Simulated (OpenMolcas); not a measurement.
# Br⁺: the spin-orbit constant, thermal populations, Slater's ratio, worked from levels

| Quantity | Value |
| --- | --- |
| Program | OpenMolcas 26.06 |
| Basis | ANO-RCC-VTZP [6s5p3d1f] |
| Scalar Hamiltonian | DKH2, point nucleus |
| Active space | 4 electrons in 3 orbitals (4p) |
| State averaging | 2S+1 = 3 even, 3 roots; 2S+1 = 1 even, 6 roots |
| Spin-orbit coupling | state interaction with AMFI integrals over the reference wave functions, term energies averaged over their components |

Methods: CASSCF; SS-CASPT2, IPEA 0.25 Eh, imaginary shift 0.1 Eh (closed shells correlated: 3d 4s). Measured levels: NIST Handbook of Basic Atomic Spectroscopic Data.

**The spin-orbit constant.** For the Hund term 3P of p4, E(J) = (A/2) J(J+1) + constant and ζ = -2S·A = -2A. From J = 0 to J = 2 the energy changes by 3 A.

```tsv
Source	E(2) - E(0)	A	ζ
CASSCF	-3681.8	-1227.3	2455
SS-CASPT2	-3638.0	-1212.7	2425
measured	-3837.4	-1279.1	2558
```

All in cm-1. SS-CASPT2 is off by -5.2 % and CASSCF by -4.1 %. Both methods take the spin-orbit matrix elements from the reference wave functions, so the second can move ζ only through the term energies and any multistate remixing. Second-order mixing with other terms is absorbed into this ζ.

**Thermal populations.** Z = Σ (2J + 1) exp(-E/kT) with k = 0.695035 cm-1/K, over the levels below. No other level of either list lies under 90000 cm-1, which is above 7 kT at each temperature.

```csv
Level,2J + 1,SS-CASPT2,measured
4s2 4p4 3P2,5,0.0,0.0
4s2 4p4 3P1,3,2880,3136
4s2 4p4 3P0,1,3640,3837
4s2 4p4 1D2,5,12490,12089
4s2 4p4 1S0,1,29130,27867
```

```tsv
T (K)	Z, SS-CASPT2	Z, measured levels	Ground level (%), SS-CASPT2	Ground level (%), measured levels
5000	6.798	6.703	73.5	74.6
8000	7.841	7.783	63.8	64.2
12000	8.919	8.900	56.1	56.2
```

At 12000 K, kT = 8340 cm-1, and the computed levels give Z = 5.000 + 2.124 + 0.646 + 1.118 + 0.030 = 8.919.

**Slater's ratio.** With one set of orbitals, p4 has 1D - 3P = 6 F2 and 1S - 1D = 9 F2 (F2 = F²/25), a ratio of 3/2. Term energies are centres of gravity, weighted by 2J + 1.

```csv
Source,1D - 3P,1S - 3P,F2 from the first,Ratio
CASSCF,13106,32254,2184,1.461
SS-CASPT2,11127,27771,1854,1.496
measured,10617,26395,1770,1.486
```

Energies in cm-1. A ratio away from 3/2 shows effects beyond one configuration with one set of orbitals, and in heavier atoms second-order spin-orbit shifts.

CASPT2 does not keep the components of a term degenerate, so their means are used; among the terms shown or strongly mixed into the levels shown the widest spread is 160 cm-1 (4s2 4p4 1D, SS-CASPT2). With the s shell closed, the reference lacks s² → p² mixing. Without dynamic correlation excited terms often stand tens of per cent too high (terms of higher spin than the ground term too low), and those without a measured partner can miss by more than the paired ones (holds for CASSCF). Measured partners are found by configuration, term and J. A level has none where our copy of the source lacks it or the pairing is in doubt (some pairs that miss far off the trend of their configuration count as doubtful), and it then counts in no deviation. Only configurations of the active space appear.
